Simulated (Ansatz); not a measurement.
A CCSD(T) single point on C2H7NOSi, SMILES `CN([SiH3])C=O`.

```yaml
crystal:
  periodic: [false, false, false]
  atoms:
    - {symbol: C, position_ang: [-1.165547, 0.446992, 0.717805]}
    - {symbol: N, position_ang: [-0.069128, 0.111967, -0.179812]}
    - {symbol: Si, position_ang: [1.224584, -0.909885, 0.396990]}
    - {symbol: C, position_ang: [-0.102206, 0.619455, -1.449537]}
    - {symbol: O, position_ang: [-0.969058, 1.328741, -1.898452]}
    - {symbol: H, position_ang: [-1.868398, 1.081701, 0.179759]}
    - {symbol: H, position_ang: [-1.683007, -0.455986, 1.052426]}
    - {symbol: H, position_ang: [-0.798368, 0.984864, 1.595886]}
    - {symbol: H, position_ang: [0.672699, -2.220846, 0.823943]}
    - {symbol: H, position_ang: [1.882180, -0.272251, 1.565978]}
    - {symbol: H, position_ang: [2.181679, -1.077608, -0.721593]}
    - {symbol: H, position_ang: [0.771772, 0.307755, -2.049392]}
basis:
  gaussian: {orbitals: def2-SVP}
correlation: {method: ccsd_t}
```

```sh
$ ansatz run in.yaml --threads 4 --pin off --events-out ev --progress --plain --max-ram 10444MiB
```

The program prints (abridged):

```
Functional definition: HF
1088 factors; integrals over basis functions are off by at most 1.2e-3 eV
mean field evaluation 1: about -13542.8262 eV, gradient 3.9e1 eV
mean field evaluation 2: about -13542.9229 eV, gradient 3.9e1 eV
mean field evaluation 4: about -13546.5256 eV, gradient 4.7e0 eV
mean field evaluation 8: about -13546.6088 eV, gradient 4.5e-1 eV
mean field -13546.61093674 eV, -497.8287697025 hartree, gradient 1.6e-6 eV, S^2 0.000000; 0 other end points of the search recorded, 0 dependent functions left out
9 core orbitals not correlated: weight in the atoms' cores, before any rotation towards them, 1.000 or more for the frozen orbitals, at most 0.000 for the correlated occupied ones
reference -13546.61093674 eV, -497.8287697025 hartree; 15, 15 occupied and 85, 85 virtual orbitals, 1088 factors
second order -19.63756629 eV of doubles, -0.00000000 eV of singles
cycle   1  -20.21421323 eV  change   -5.8e-1 eV  update   1.2e-1
cycle   2  -20.82248306 eV  change   -6.1e-1 eV  update   3.6e-2
cycle   3  -20.98848556 eV  change   -1.7e-1 eV  update   2.0e-2
cycle   4  -20.98202321 eV  change    6.5e-3 eV  update   4.9e-3
cycle   5  -20.97899723 eV  change    3.0e-3 eV  update   2.3e-3
cycle   6  -20.97942978 eV  change   -4.3e-4 eV  update   6.4e-4
cycle   7  -20.97917413 eV  change    2.6e-4 eV  update   2.5e-4
cycle   8  -20.97903062 eV  change    1.4e-4 eV  update   8.1e-5
cycle   9  -20.97903067 eV  change   -5.2e-8 eV  update   3.4e-5
perturbative correction -0.65646891 eV, -0.0241247876 hartree
Total energy: -13568.24643632 eV, -498.6238596471 hartree
```

It took 4.2 s on 4 threads of an Arm Neoverse V2 on a shared host, with 0.54 GiB of host memory at the peak.

Correlation energy per correlated electron: -0.721 eV. T1 diagnostic: 0.0148.
